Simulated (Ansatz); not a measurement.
Two members of one family (Series BeX2), computed with Ansatz in the gas phase; def2 core potentials for I, no spin–orbit coupling. Binding counts from free atoms in the multiplicity of their measured ground term, without zero-point energy. A dash marks a value that wasn't run or was left out as unsound. The structures are stationary points that may keep the symmetry of their start. Remarks come from the PBE and PBE0 runs and from stability tests at other levels; not every state was tested. HOMO above LUMO (over both spins in singlets and doublets, within one spin in higher multiplets; at PBE or PBE0), or a gap under 0.15 eV within one spin, warns that the state may not be the lowest or that an electron is smeared out.

First: BeI2 (singlet, charge 0, PBE-D4/def2-TZVP geometry).

Cartesian coordinates in Å:
```
Be 0.000 0.000 0.000
I -0.700 0.390 -2.016
I 0.700 -0.390 2.016
```

| level | HOMO (eV) | LUMO (eV) | gap (eV) | vertical IE (eV) | vertical triplet (eV) | binding per atom (eV) |
| --- | --- | --- | --- | --- | --- | --- |
| PBE-D4/def2-SVP | -6.81 | -1.76 | 5.05 | – | – | 2.40 |
| PBE-D4/def2-TZVP | -6.88 | -1.77 | 5.11 | 9.54 | 4.85 | 2.41 |
| PBE0-D4/def2-SVP | -7.95 | -1.06 | 6.89 | – | – | 2.37 |
| PBE0-D4/def2-TZVP | -7.99 | -1.02 | 6.97 | 9.88 | 5.21 | 2.38 |
| CAM-B3LYP-D4/def2-TZVP | -9.19 | 0.01 | 9.21 | – | – | 2.29 |

Remarks: gap within one spin near zero at PBE or PBE0 (+1 doublet).

Second: BeH2 (singlet, charge 0, PBE-D4/def2-TZVP geometry).

```xyz
3

Be    0.000    0.000    0.000
H     0.850    0.765   -0.703
H    -0.850   -0.765    0.703
```

Task: Estimate the same table for the second.

Result: 
```
                 level  HOMO (eV)  LUMO (eV)  gap (eV)  vertical IE (eV)  vertical triplet (eV)  binding per atom (eV)
       PBE-D4/def2-SVP      -7.44      -1.62      5.82                 –                      –                   2.14
      PBE-D4/def2-TZVP      -7.45      -1.58      5.87             11.59                   5.45                   2.12
      PBE0-D4/def2-SVP      -8.80      -0.80      8.00                 –                      –                   2.15
     PBE0-D4/def2-TZVP      -8.79      -0.75      8.05             11.77                   5.72                   2.13
CAM-B3LYP-D4/def2-TZVP     -10.29       0.15     10.44                 –                      –                   2.23
```
